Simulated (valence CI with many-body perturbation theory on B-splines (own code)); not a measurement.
# A CI+MBPT run for Br XXIX

Calculated by configuration interaction combined with many-body perturbation theory (CI+MBPT): five valence electrons over a frozen Dirac-Fock core [He], a basis of 11 s, 11 p, 10 d, 8 f, 5 g, 2 h functions for each j, with the one-electron correlation potential Σ1 (screened to all orders), the two-electron term Σ2, the three-electron term Σ3, Breit, model QED; selected single and double excitations, second order for the rest, scaled by the run's own slope (own B-spline code, finite nucleus).

Command, and the settings that its task file holds:

```sh
python run_cv.py task.json out
```

```
atom Br  Z=35  mass_number=79  rms_radius_fm=4.1629
core [He]
valence 2s2 2p3
avg = 1
basis = M
breit = 1
cap = 32000
capref = 2000
cscale = 1
de = 0.0
dress = 0
eps = 2e-08
extrap = 1
h = 0.27
hh = 1
l2 = 3
lcore = 6
maxit = 60
n2 = 5
natural = 1
nlev = 150
nno = [5, 5, 5, 4, 2, 1]
nroot = 36
nsp = [6, 6, 5, 4, 3, 1]
pt2 = 1
qed = 1
rpa = 1
s1 = 1
s2 = 1
s3 = 1
screen = 1
tol = 2e-05
whole = 1
```

Question: Roughly how long does this run take on one core of Arm Neoverse V1, and how much memory?

Answer: 3.9 min on 1 thread of Arm Neoverse V1, on a shared host, peak memory 1.2 GiB.

Log. The first blocks belong to the next ion, which gives the ionisation energy. Fields: 2J, parity (1 odd), roots, reference size, generating configurations, candidates as configurations/state functions, variational space P, stored matrix elements, Davidson steps; e2 is the range of second-order energies in hartree. The first line gives the box (bohr), its intervals, the orbitals and the steps of their self-consistent field. Window is the range of levels sought, series limit the energy at which the first omitted orbital would enter, core excitation an estimate of the first excitation out of the core, left out the lowest levels not solved, and shifts from estimates the range by which levels moved from their first estimate, all in cm⁻¹.

```
rmax 5.1 intervals 60 orbitals 83 references ['2s2 2p3', '2s 2p4', '2p5'] scf 4 t 0.5
2J=0 par=0 roots 2 ref 28 generators 4 cand 2253/3169 P 2279/3197 nnz 1.3e+06 it 5
2J=0 par=0 roots 2 ref 28 generators 6 cand 2069/2943 P 4348/6140 nnz 4.4e+06 it 5
   second order: generators 11 cand 18278/31413 e2 -0.00003 -0.00003
reference levels 1234, estimated 771, window 16688151 1/cm; series limit 23590848, core excitation 97353634
2J=3 par=1 roots 36 ref 159 generators 23 cand 428/2053 P 1794/7251 nnz 5.4e+06 it 7
2J=3 par=1 roots 36 ref 159 generators 31 cand 3828/24506 P 5622/31757 nnz 6e+07 it 8
   second order: generators 84 cand 182071/1848129 e2 -0.02418 -0.00848
2J=5 par=1 roots 30 ref 151 generators 18 cand 325/2050 P 1670/7386 nnz 6.3e+06 it 8
2J=5 par=1 roots 30 ref 151 generators 28 cand 3310/24538 P 4980/31924 nnz 6.8e+07 it 9
   second order: generators 76 cand 184175/2391798 e2 -0.04741 -0.01029
2J=1 par=1 roots 26 ref 101 generators 21 cand 519/2026 P 2422/7190 nnz 4.6e+06 it 8
2J=1 par=1 roots 26 ref 101 generators 28 cand 5560/24803 P 7982/31993 nnz 4.9e+07 it 9
   second order: generators 80 cand 160310/987223 e2 -0.01552 -0.00625
2J=5 par=0 roots 28 ref 152 generators 22 cand 449/2038 P 1791/7191 nnz 5.5e+06 it 7
2J=5 par=0 roots 28 ref 152 generators 30 cand 3869/24799 P 5660/31990 nnz 6e+07 it 9
   second order: generators 80 cand 181230/2250397 e2 -0.02282 -0.00992
2J=3 par=0 roots 34 ref 155 generators 22 cand 368/2059 P 1744/7243 nnz 5.5e+06 it 7
2J=3 par=0 roots 34 ref 155 generators 28 cand 4056/24738 P 5800/31981 nnz 5.7e+07 it 9
   second order: generators 80 cand 169417/1697471 e2 -0.02410 -0.00871
2J=1 par=0 roots 26 ref 102 generators 23 cand 569/1968 P 2496/7164 nnz 4.3e+06 it 8
2J=1 par=0 roots 26 ref 102 generators 31 cand 5949/24797 P 8445/31961 nnz 4.8e+07 it 9
   second order: generators 78 cand 137763/816909 e2 -0.01515 -0.00446
2J=7 par=1 roots 17 ref 113 generators 11 cand 344/1949 P 1742/7099 nnz 5.8e+06 it 7
2J=7 par=1 roots 17 ref 113 generators 17 cand 3443/25541 P 5185/32640 nnz 7.5e+07 it 8
   second order: generators 50 cand 135235/1943186 e2 -0.02309 -0.00776
2J=7 par=0 roots 12 ref 102 generators 12 cand 507/2001 P 1879/7312 nnz 5.7e+06 it 5
2J=7 par=0 roots 12 ref 102 generators 14 cand 3831/24425 P 5710/31737 nnz 6e+07 it 8
   second order: generators 45 cand 133913/2075833 e2 -0.03442 -0.00803
2J=9 par=0 roots 4 ref 59 generators 5 cand 790/2541 P 1963/6645 nnz 4.3e+06 it 5
2J=9 par=0 roots 4 ref 59 generators 8 cand 5838/36195 P 7801/42840 nnz 1e+08 it 6
   second order: generators 23 cand 85834/1234687 e2 -0.01080 -0.00471
2J=9 par=1 roots 7 ref 65 generators 6 cand 413/1865 P 1628/6340 nnz 4.5e+06 it 9
2J=9 par=1 roots 7 ref 65 generators 10 cand 3657/25590 P 5285/31930 nnz 7.2e+07 it 7
   second order: generators 25 cand 109034/1896145 e2 -0.02631 -0.00456
2J=11 par=1 roots 2 ref 33 generators 4 cand 1579/4921 P 2358/7447 nnz 4.6e+06 it 5
2J=11 par=1 roots 2 ref 33 generators 5 cand 4921/37400 P 7279/44847 nnz 1.1e+08 it 6
   second order: generators 13 cand 66720/1126318 e2 -0.00479 -0.00473
left out: unestimated 21180128, estimated 17384837, shifts from estimates -16455 to 381
operators 0.2
```

The Davidson iterations converged.

No measured spectrum was set against this ion. As an estimate, large intervals hold to a few tenths of a per cent, small ones and those within an open d or f shell to about a per cent. Among the levels kept, up to 5300 cm⁻¹ of a level comes from second order outside the variational space, and about a tenth of that is noise between levels of different J, which matters for small intervals.

| Property | Result |
| --- | --- |
| Valence energy | -649.1753 hartree |
| Ionisation energy | 3168 eV (NIST: 3169 ± 24 eV (semi-empirical)) |
| Reference configurations for the orbitals | 2s2 2p3, 2s 2p4, 2p5 |
| Radial orbitals | 83 |
| Box radius | 5.149 bohr |
| Largest variational space | 44847 |
| Lowest levels | (2s^2 2p1/2^2 2p3/2) J=3/2 0.000, (2s^2 2p1/2 2p3/2^2) J=3/2 3.088, (2s^2 2p1/2 2p3/2^2) J=5/2 3.975, (2s^2 2p1/2 2p3/2^2) J=1/2 5.149, (2s^2 2p3/2^3) J=3/2 8.102, (2s 2p1/2^2 2p3/2^2) J=5/2 11.898, (2s 2p1/2^2 2p3/2^2) J=3/2 14.025, (2s 2p1/2^2 2p3/2^2) J=1/2 14.161, (2s 2p1/2 2p3/2^3) J=3/2 [a] 16.666, (2s 2p1/2 2p3/2^3) J=5/2 17.610, (2s 2p1/2 2p3/2^3) J=1/2 19.016, (2s 2p1/2 2p3/2^3) J=3/2 [b] 19.770, (2s 2p3/2^4) J=1/2 23.175, (2p1/2^2 2p3/2^3) J=3/2 29.634 Ry |

Levels are named by their leading jj configuration (3d3/2^4 stands for four electrons in 3d with j = 3/2), which in mixed levels can hold well under half, so a name can repeat and another be missing. Letters in brackets count levels of one name in rising energy.
